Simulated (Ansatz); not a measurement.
The cluster Ti₄⁺, relaxed as a doublet with UKS PBE-D4/def2-SVP in Ansatz, starting from the GFN1-xTB geometry. Force threshold 0.02 eV/Å.

The charge 1 doublet is spin-contaminated (final ⟨S²⟩ up to 2.74, 0.75 for a pure state). The relaxation made no stability test and no search for a lower SCF solution. No other spin state of charge 1 was run. Another isomer (sextet) lies 0.25 eV lower at PBE0-D4/def2-TZVP; other spin states weren't run for this one.

Start:

```xyz
4

Ti   -0.0763    0.9680   -1.7439
Ti    1.4008   -1.2144   -0.7393
Ti   -1.3630    1.2485    0.7575
Ti    0.0385   -1.0022    1.7257
```

(1) Estimate the energy that the relaxation releases and the steps that it takes.

(2) Does the start keep its bonding and symmetry?

(3) Predict the relaxed structure.

Answers

(1) 2.88 eV, in 15 steps; 90 s on 4 threads of Arm Neoverse V2 on a shared host. No frequencies were taken in this run, so the end may be a saddle point.

(2) By distances, no bond broke or formed, bridged metal pairs apart. The bond that changes most is Ti2–Ti3, from 3.99 to 2.69 Å (atoms count from 1). Metal–metal contacts that move far: Ti2–Ti3 3.99 to 2.69 Å, Ti1–Ti4 3.99 to 2.69 Å. Point group D2d at the start, C2v at the end, both within 0.05 Å.

(3) 
```xyz
4

Ti   -0.799    0.328   -1.260
Ti    1.490   -0.479   -0.098
Ti   -0.333    1.408    0.490
Ti   -0.358   -1.257    0.868
```
Bond lengths (bridged metal pairs left out): 6 × Ti–Ti 2.11 to 2.69 Å.
